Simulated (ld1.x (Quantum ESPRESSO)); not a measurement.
**u(r) = r·R(r): atom against pseudo-atom (cobalt (Co))**

Columns: radius, all-electron u(r) and pseudo u(r) of the 3p shell (level -62.99 eV) of cobalt in the configuration [Ne] 3s2 3p6 3d7.5 4s1.5 4p0; PBEsol, scalar-relativistic, TM scheme, ld1.x (Quantum ESPRESSO) 7.5.

```json
{"r (bohr)": "0.123", "all-electron": "0.6184", "pseudo": "-0.1022"}
{"r (bohr)": "0.245", "all-electron": "0.2303", "pseudo": "-0.3685"}
{"r (bohr)": "0.368", "all-electron": "-0.4772", "pseudo": "-0.7051"}
{"r (bohr)": "0.490", "all-electron": "-0.9598", "pseudo": "-0.9912"}
{"r (bohr)": "0.613", "all-electron": "-1.1662", "pseudo": "-1.1505"}
{"r (bohr)": "0.735", "all-electron": "-1.1762", "pseudo": "-1.1663"}
{"r (bohr)": "0.858", "all-electron": "-1.0799", "pseudo": "-1.0779"}
{"r (bohr)": "0.980", "all-electron": "-0.9405", "pseudo": "-0.9404"}
{"r (bohr)": "1.103", "all-electron": "-0.7910", "pseudo": "-0.7910"}
{"r (bohr)": "1.225", "all-electron": "-0.6516", "pseudo": "-0.6516"}
{"r (bohr)": "1.348", "all-electron": "-0.5279", "pseudo": "-0.5279"}
{"r (bohr)": "1.470", "all-electron": "-0.4238", "pseudo": "-0.4238"}
{"r (bohr)": "1.593", "all-electron": "-0.3369", "pseudo": "-0.3369"}
{"r (bohr)": "1.715", "all-electron": "-0.2668", "pseudo": "-0.2668"}
{"r (bohr)": "1.838", "all-electron": "-0.2100", "pseudo": "-0.2100"}
{"r (bohr)": "1.960", "all-electron": "-0.1650", "pseudo": "-0.1650"}
{"r (bohr)": "2.083", "all-electron": "-0.1291", "pseudo": "-0.1291"}
{"r (bohr)": "2.205", "all-electron": "-0.1009", "pseudo": "-0.1009"}
{"r (bohr)": "2.328", "all-electron": "-0.0786", "pseudo": "-0.0786"}
{"r (bohr)": "2.450", "all-electron": "-0.0613", "pseudo": "-0.0613"}
{"r (bohr)": "2.573", "all-electron": "-0.0476", "pseudo": "-0.0476"}
{"r (bohr)": "2.695", "all-electron": "-0.0370", "pseudo": "-0.0370"}
{"r (bohr)": "2.818", "all-electron": "-0.0287", "pseudo": "-0.0287"}
{"r (bohr)": "2.940", "all-electron": "-0.0223", "pseudo": "-0.0223"}
{"r (bohr)": "3.063", "all-electron": "-0.0173", "pseudo": "-0.0173"}
{"r (bohr)": "3.185", "all-electron": "-0.0134", "pseudo": "-0.0134"}
```

(1) How many radial nodes do the two functions have?

(2) At about which radius was the pseudo-wave matched?

(3) Where does each function peak?

(4) Is the pseudo-wave norm-conserving?

## Answers

(1) The all-electron 3p function has n − l − 1 = 1; the pseudo-wave has 0, since the states of the same l below it are removed with the core.

(2) 1.10 bohr, where the columns begin to agree (steps of 0.12 bohr).

(3) Outermost all-electron maximum near 0.73 bohr, pseudo maximum near 0.73 bohr (to the table’s step).

(4) Yes: the TM scheme keeps the norm inside the radius equal to the all-electron one, which fixes the energy derivative of the logarithmic derivative at the level.
